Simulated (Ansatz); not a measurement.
`[CH3][SnH2][Cl]` + `C[SeH]` → `C[Se][SnH2][Cl]` + CH₄ at 298.15 K and 1 bar (ligand exchange at the Sn–C bond).

Computed with Ansatz on PBE0-D4/def2-TZVP structures; ΔE is electronic, products minus reactants. CBS: MP2 limit from def2 TZ/QZ plus the TZ coupled-cluster correction, frozen cores. This one scheme is used for every species. Elements past krypton have def2 core potentials. For Se, Sn outer-core shells are correlated without core-valence functions, which leaves a few kJ/mol of doubt a bond. Scalar relativity is left out up to krypton. One conformer a species, not always the lowest.

```tsv
species	CCSD(T)/CBS energy (Eh)	H − E (kJ/mol)	S (J/(mol·K))
`[CH3][SnH2][Cl]`	-714.90153	151.5	330.7
`C[SeH]`	-2441.15625	129.5	267.5
`C[Se][SnH2][Cl]`	-3115.63330	161.9	387.6
CH₄	-40.46206	127.4	186.2
```

H − E and S are ideal-gas, rigid-rotor, harmonic terms from PBE0-D4/def2-TZVP, for one conformer and one mirror image of each species. 1 Eh = 2625.50 kJ/mol, R = 8.31446 J/(mol·K).

Problem. By hand: ΔE, ΔH, ΔS and ΔG.

Solution. ΔE = (-3115.63330) + (-40.46206) − (-714.90153) − (-2441.15625) = -0.03758 Eh = -98.7 kJ/mol. Δ(H − E) = 161.9 + 127.4 − 151.5 − 129.5 = 8.3, so ΔH = -90.4 kJ/mol. ΔS = 387.6 + 186.2 − 330.7 − 267.5 = -24.4 J/(mol·K). ΔG = -90.4 − 298.15 × (-24.4)/1000 = -83.1 kJ/mol.

Problem. By hand: the equilibrium constant, and the temperature at which ΔG would vanish if ΔH and ΔS stayed fixed.

Solution. log₁₀ K = −ΔG/(RT ln 10) = 14.6. ΔG = 0 at ΔH/ΔS = 3705 K, far beyond where these terms or the molecules hold.

ΔH outweighs TΔS. A doubt of 5 kJ/mol in ΔE shifts log₁₀ K by 0.9 here. Other conformers and mirror images would add mixing entropy, several J/(mol·K) or more a flexible species. Modes under 60 cm⁻¹, often nearly free rotors, make the harmonic entropy too high. These are equilibria of isolated gas molecules and say nothing of rates. Largest T1 diagnostic: 0.011 (customary marks: 0.02 for closed shells, 0.045 for open ones).
